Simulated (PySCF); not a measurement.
`[C@H]1(F)OCC[C@@H](F)C1`, C5H8F2O

Cartesian coordinates in Å; atom numbers follow the order of the lines, from 1:
```xyz
16

F     0.364   -0.125   -2.011
C     0.522   -0.792   -0.813
C    -0.854   -1.087   -0.221
C    -1.492    0.221    0.240
O    -0.683    0.863    1.220
C     0.559    1.212    0.753
F     0.440    2.218   -0.191
C     1.360    0.055    0.144
H     1.055   -1.719   -1.066
H    -0.735   -1.763    0.626
H    -1.485   -1.560   -0.973
H    -1.635    0.889   -0.617
H    -2.450    0.046    0.729
H     1.099    1.661    1.598
H     2.217    0.471   -0.387
H     1.712   -0.581    0.957
```

Method used: PySCF 2.14.0, TDDFT LC-wPBE/aug-cc-pVDZ circular dichroism and optical rotation, one conformer, gas phase. Geometry: GFN2-xTB.

Q: Draw the ECD and absorption spectra from the lowest 16 states, each a Gaussian of half-width 0.25 eV at 1/e height.

A: 
| E (eV) | λ (nm) | Δε (L mol⁻¹ cm⁻¹) | ε (L mol⁻¹ cm⁻¹) |
| --- | --- | --- | --- |
| 7.32 | 169 | +0.02 | 3.23 |
| 7.42 | 167 | +0.10 | 13.6 |
| 7.52 | 165 | +0.30 | 41.8 |
| 7.62 | 163 | +0.67 | 92.9 |
| 7.72 | 161 | +1.09 | 150 |
| 7.82 | 158 | +1.29 | 177 |
| 7.92 | 156 | +1.14 | 158 |
| 8.02 | 155 | +0.93 | 136 |
| 8.12 | 153 | +1.22 | 217 |
| 8.22 | 151 | +2.52 | 546 |
| 8.32 | 149 | +4.62 | 1220 |
| 8.42 | 147 | +6.38 | 2100 |
| 8.52 | 145 | +6.70 | 2780 |
| 8.62 | 144 | +6.02 | 2910 |
| 8.72 | 142 | +6.03 | 2500 |
| 8.82 | 141 | +8.04 | 1880 |
| 8.92 | 139 | +12.28 | 1390 |
| 9.02 | 137 | +17.45 | 1180 |
| 9.12 | 136 | +19.16 | 1340 |
| 9.22 | 134 | +11.04 | 1930 |
| 9.32 | 133 | -8.10 | 2880 |
| 9.42 | 132 | -29.54 | 3940 |
| 9.52 | 130 | -41.15 | 4800 |
| 9.62 | 129 | -37.87 | 5170 |

Δε uses R in velocity form, ε uses f in length form. Only the states computed contribute, so the short-wavelength end is incomplete.
